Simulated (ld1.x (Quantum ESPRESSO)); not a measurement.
## Configuration tests for Cr (TM)

| Quantity | Value |
| --- | --- |
| Element | Cr (Z = 24) |
| Generator | ld1.x (Quantum ESPRESSO) 7.5 |
| Type | norm-conserving Troullier–Martins (Kleinman–Bylander form) |
| Functional | LDA (PZ) |
| Relativity | scalar-relativistic |
| Frozen core | [Ar] |
| Valence charge | 6 |
| Reference configuration | 3d5 4s1 4p0 |
| Partial waves | 4p (bound, empty): rc 3.55 bohr; 3d (bound): rc 2.00 bohr; 4s (bound): rc 2.10 bohr |
| Local potential | the s channel |
| Core correction | a·sin(br)/r model core inside 1.55 bohr |

Energies are relative to the spin-unpolarised reference configuration 3d5 4s1 4p0; without spin polarisation the order of configurations can differ from experiment. Spin-polarised rows fill each open shell by Hund’s rule, majority spin first. The frozen-core shift is the all-electron ΔE with the core orbitals held at their reference shape minus the fully relaxed ΔE.

```json
{"valence configuration": "3d5 4s0 4p0", "charge": "+1", "ΔE all-electron (eV)": "7.140", "error AE − PS (meV)": "-9.1", "frozen-core shift (meV)": "+6.3"}
{"valence configuration": "3d4 4s0 4p0", "charge": "+2", "ΔE all-electron (eV)": "23.483", "error AE − PS (meV)": "-198", "frozen-core shift (meV)": "+99"}
{"valence configuration": "3d5.5 4s0.5 4p0", "charge": "0", "ΔE all-electron (eV)": "0.717", "error AE − PS (meV)": "-22", "frozen-core shift (meV)": "+8.8"}
{"valence configuration": "3d6 4s0 4p0", "charge": "0", "ΔE all-electron (eV)": "1.725", "error AE − PS (meV)": "-73", "frozen-core shift (meV)": "+26"}
{"valence configuration": "3d4 4s1 4p1", "charge": "0", "ΔE all-electron (eV)": "3.612", "error AE − PS (meV)": "-160", "frozen-core shift (meV)": "+80"}
{"valence configuration": "3d5 4s1 4p0 (spin-polarised)", "charge": "0", "ΔE all-electron (eV)": "-4.916", "error AE − PS (meV)": "+1999", "frozen-core shift (meV)": "+8.8"}
{"valence configuration": "3d5 4s0 4p0 (spin-polarised)", "charge": "+1", "ΔE all-electron (eV)": "2.685", "error AE − PS (meV)": "+2080", "frozen-core shift (meV)": "+27"}
```

(1) What are ΔE and the potential's error for 3d3 4s0 4p0?

(2) What are ΔE and the potential's error for 3d4 4s1 4p0?

Answers

(1) ΔE = 54.509 eV all-electron; the error (AE − PS) is -992 meV.

(2) ΔE = 8.252 eV all-electron; the error (AE − PS) is -136 meV.
